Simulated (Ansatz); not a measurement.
Geometry optimisation, RKS PBE/def2-SVP in Ansatz.

Input:

```yaml
crystal:
  periodic: [false, false, false]
  atoms:
    - { symbol: Ti, position_ang: [-0.134992, 0.076697, -0.010039] }
    - { symbol: O, position_ang: [-0.18115, 0.005805, 1.861614] }
    - { symbol: H, position_ang: [-1.020428, 0.088269, 2.358122] }
    - { symbol: F, position_ang: [1.49974, 0.147504, -0.603115] }
    - { symbol: F, position_ang: [-0.90715, 1.57236, -0.459509] }
    - { symbol: Cl, position_ang: [-1.365702, -1.506574, -0.905563] }
    - { symbol: F, position_ang: [1.274139, -2.324063, 1.169545] }
    - { symbol: H, position_ang: [0.985642, -1.860398, 1.925243] }
basis:
  gaussian: { orbitals: def2-SVP }
hamiltonian:
  xc: pbe
relax:
  f_tol: 0.03
  max_steps: 50
output:
  orbitals: {}
```

Run as:

```bash
$ ansatz run input.yaml --threads 4 --pin off --max-ram 5120MiB --backend cpu --events-out ev --progress --plain --runs-dir out
```

**Question.** Where does it end, and by what steps?

**Answer.** The run converged. After 13 steps the energy has fallen by 0.263 eV; H8 moved furthest, 0.43 Å. Joined: Ti1–F7 (3.02 → 2.38 Å).

```
step  energy less start (eV)  largest force component (eV/Å)  accepted
   0                  0.0000                           1.458       yes
   1                 -0.1453                           0.432       yes
   2                 -0.2050                           0.527       yes
   3                 -0.2213                           0.877       yes
   4                 -0.2435                           0.309       yes
   5                 -0.2446                           0.519       yes
   6                 -0.2562                           0.085       yes
   7                 -0.2576                           0.268       yes
   8                 -0.2562                           0.248        no
   9                 -0.2615                           0.108       yes
  10                 -0.2625                           0.032       yes
  11                 -0.2592                           0.176        no
  12                 -0.2633                           0.038       yes
  13                 -0.2633                           0.029       yes
```

```xyz
8
Properties=species:S:1:pos:R:3
Ti -0.055 -0.170 0.051
O -0.209 -0.240 1.892
H -0.730 0.354 2.463
F 1.532 0.166 -0.593
F -0.902 1.330 -0.212
Cl -1.231 -1.633 -1.106
F 1.067 -2.020 1.032
H 0.679 -1.587 1.810
```

Whether the end is a true minimum wasn't checked by a vibrational analysis.

Time of the run: 23 s on 4 threads of Arm Neoverse V1, with other jobs on the host, peak memory 0.19 GiB.
